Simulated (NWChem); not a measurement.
Species: NbSCl2F; SMILES [S]=[Nb]([Cl])([Cl])[F]

def2 effective core potentials on Nb; no spin-orbit coupling.

### Question
Give the equilibrium geometry at PBE0/def2-SVP with def2 effective core potentials on Nb (NWChem) as an XYZ file, with the point group.

### Answer
point group Cs; any orientation.
```
5

Nb     0.0893     0.1882     0.0000
S      1.9032    -0.9120     0.0000
F      0.5149     1.9838     0.0000
Cl    -1.0754    -0.3744     1.8722
Cl    -1.0754    -0.3744    -1.8722
```
